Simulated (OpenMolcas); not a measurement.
**Levels of Gd3+ by method**

| Item | Value |
| --- | --- |
| Program | OpenMolcas |
| Basis | ANO-RCC-VDZP [7s6p4d2f1g] |
| Scalar Hamiltonian | DKH2, point nucleus |
| Active space | 7 electrons in 12 orbitals (RAS2 4f; RAS3 5d, at most 1 electron) |
| State averaging | 2S+1 = 8 odd, 1 root; 2S+1 = 6 odd, 48 roots; 2S+1 = 4 odd, 119 roots kept (CI in the orbitals of an earlier block); 2S+1 = 2 odd, 113 roots kept (CI in the orbitals of an earlier block); 2S+1 = 8 even, 35 roots (16 in the spin-orbit step); 2S+1 = 6 even, 26 roots kept (CI in the orbitals of an earlier block, 3 in the spin-orbit step); 2S+1 = 4 even, 1 root kept (CI in the orbitals of an earlier block, 0 in the spin-orbit step) |
| Spin-orbit coupling | state interaction with AMFI integrals over the reference wave functions, term energies averaged over their components |

Methods on the same reference wave functions:
A. RASSCF
B. SS-RASPT2, IPEA 0.25 Eh, imaginary shift 0.1 Eh (closed shells correlated: 5s 5p)

Energies in eV above 4f7 8S* 7/2.

```csv
Level,A,B
4f7 8S* 7/2,0.0000,0.0000
4f7 6P* 7/2,4.9361,4.511
4f7 6P* 5/2,4.9993,4.568
4f7 6P* 3/2,5.0637,4.632
4f7 6I* 7/2,5.3634,5.078
4f7 6I* 9/2,5.4141,5.130
4f7 6I* 17/2,5.4319,5.152
4f7 6I* 11/2,5.4570,5.175
4f7 6I* 15/2,5.4791,5.200
4f7 6I* 13/2,5.4824,5.202
4f7 6D* 9/2,6.0643,5.606
4f7 6D* 1/2,6.1989,5.748
4f7 6D* 7/2,6.2372,5.782
4f7 6D* 3/2,6.2432,5.792
4f7 6D* 5/2,6.2762,5.823
4f7 6G* 13/2,8.1967,7.556
4f7 4N* 17/2,8.2436,8.116
4f7 4N* 23/2,8.3465,8.248
4f7 4N* 19/2,8.3685,8.262
4f7 4N* 21/2,8.4139,8.317
4f7 6F* 5/2 [72 %],8.5632,7.911
4f7 4H* 11/2(1) [73 %],8.6588,8.228
```

From A to B the spin-free energies of the other terms of 4f7 shown, above 8S*, scale by factors of 0.91 to 0.99.

The lowest spin-free term lies below A's lowest term by 0.424 hartree in B.

CASPT2 does not keep the components of a term degenerate, so their means are used; among the terms shown or strongly mixed into the levels shown the widest spread is 60 cm-1 (4f7 4N*, B). High states are left out of the spin-orbit mixing, which shifts the levels that they would mix with. Terms from blocks run as CI alone lack orbitals of their own. The basis is small and was not contracted for so high a charge. Without dynamic correlation excited terms often stand tens of per cent too high (terms of higher spin than the ground term too low), and those without a measured partner can miss by more than the paired ones (holds for A). Each CASPT2 term energy is a mean over a sample of three components (holds for B). Levels of configurations outside the active space are missing. The table leaves out levels that lie high or whose names do not pair safely across all columns.

A share in square brackets marks a mixed level and gives the weight of the term that names it, the lowest over the columns. A number in round brackets counts repeated terms of one configuration in the order of the reference energies. * marks odd parity.
